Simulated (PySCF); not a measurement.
**Gas-phase XPS of `CN(C)[Si@@H]([SiH3])O[SiH3]`, computed**

Compound: C₂H₁₃NOSi₃.
Cartesian coordinates in Å at the PBE0-D3(BJ)/def2-SVP level; atoms count from 1:
```xyz
20
C2H13NOSi3 angstrom
C     -2.064    1.228   -0.079
N     -1.114    0.165    0.143
C     -1.392   -1.035   -0.607
Si     0.361    0.431    1.003
Si     1.184   -1.600    1.840
O      1.591    1.079    0.063
Si     2.036    1.017   -1.534
H     -3.092    0.901    0.169
H     -2.072    1.572   -1.132
H     -1.830    2.097    0.554
H     -2.390   -1.442   -0.356
H     -0.653   -1.821   -0.388
H     -1.373   -0.862   -1.701
H      0.081    1.448    2.055
H      2.327   -1.342    2.770
H      0.127   -2.360    2.578
H      1.686   -2.459    0.720
H      3.412    1.575   -1.664
H      2.027   -0.394   -2.032
H      1.098    1.819   -2.377
```

Computed, not measured: delta-SCF UKS SCAN, pcX-2 on the ionised atom, pcseg-1 elsewhere, spin-free X2C in PySCF. Vertical ΔSCF values, vacuum level as zero.

**Question.** Give the core binding energies atom by atom.

**Answer.** 
| atom(s) | bonded to | level | binding energy (eV) | 2p1/2 (eV) | above the level's lowest (eV) | count |
| --- | --- | --- | --- | --- | --- | --- |
| C1/C3 | N and 3 H | C 1s | 291.53 | – | 0.00 | 2 |
| N2 | 2 C and Si | N 1s | 404.32 | – | 0.00 | 1 |
| Si4 | O, N, H and Si | Si 2p3/2 | 106.85 | 107.47 | +0.55 | 1 |
| Si4 | O, N, H and Si | Si 1s | 1846.87 | – | +0.87 | 1 |
| Si5 | 3 H and Si | Si 2p3/2 | 106.30 | 106.92 | 0.00 | 1 |
| Si5 | 3 H and Si | Si 1s | 1846.00 | – | 0.00 | 1 |
| O6 | 2 Si | O 1s | 537.34 | – | 0.00 | 1 |
| Si7 | O and 3 H | Si 2p3/2 | 107.31 | 107.93 | +1.01 | 1 |
| Si7 | O and 3 H | Si 1s | 1847.24 | – | +1.24 | 1 |

The listed Si 1s values span 1.24 eV, from Si5 (bonded to 3 H and Si) to Si7 (bonded to O and 3 H). The widest gap between neighbouring values is 0.87 eV, between 1846.00 and 1846.87 eV.

The listed Si 2p3/2 values span 1.01 eV, from Si5 (bonded to 3 H and Si) to Si7 (bonded to O and 3 H).

**Question.** Give the binding energy of Si 2p3/2 of Si5 in hartree and in kJ/mol.

**Answer.** 106.30 eV = 3.9065 Eh = 10256 kJ/mol.

One atom of each set of topologically equivalent atoms was ionised and stands for the set; in this conformer not all members are related by symmetry, and their own values weren't computed. Spin–orbit and ligand-field terms were added within each 2p shell after the spin-free SCF. 2p1/2 minus 2p3/2 (ligand field included): Si 0.62 eV. Isolated species at its PBE0-D3(BJ)/def2-SVP geometry (one conformer only).
